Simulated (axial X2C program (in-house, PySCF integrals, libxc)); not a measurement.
## AgH: from Re and ωe to a spectrum

A bond curve at the PBE0 level, with spin–orbit coupling, was computed with an in-house relativistic program for diatomic molecules (basis Ag dyall-cv3z [12s12p8d5f3g], H dyall-v3z [6s2p1d] (cores contracted in-house)) for the state Ω = 0 (closed shell). Its fit gives Re = 1.6239 Å, ωe = 1763.8 cm⁻¹, ωexe = 30.5 cm⁻¹ and αe = 1.902e-01 cm⁻¹; the masses are 106.9051 and 1.0078 u. Two-component means X2C with spin–orbit coupling and atomic mean-field Coulomb and Gaunt terms.

Q: Find the reduced mass, Be and the force constant.

A: From the PBE0 values: μ = 0.9984 u. Be = 16.8576/(μ Re²) = 6.403 cm⁻¹. k = 5.8918×10⁻⁷ μ ωe² = 1.83 mdyn/Å.

Q: The dipole moment p changes by 1.26 D/Å at Re. What harmonic infrared intensity follows?

A: I = 42.256 × (dp/dR)²/μ = 67 km/mol.

Q: Where do the fundamental and the first overtone lie?

A: ν(1←0) = ωe − 2ωexe = 1702.8 cm⁻¹; ν(2←0) = 2ωe − 6ωexe = 3344.6 cm⁻¹.

Q: A Morse curve ties αe to the other constants (Pekeris). How well does that hold?

A: αe(Morse) = 6Be²/ωe × (√(ωexe/Be) − 1) = 1.649e-01 cm⁻¹; the PBE0 curve gives 1.902e-01 cm⁻¹, a ratio of 0.87.

Q: Scale the constants to the deuteride (D 2.0141 u) within the Born–Oppenheimer picture.

A: ρ = √(μH/μD) = 0.7107; ωe = 1253.5, ωexe = 15.4, Be = 3.234 cm⁻¹; the zero-point energy falls by 251 cm⁻¹.

Occupations by symmetry block were frozen at the best pattern of an incomplete PBE0 search.
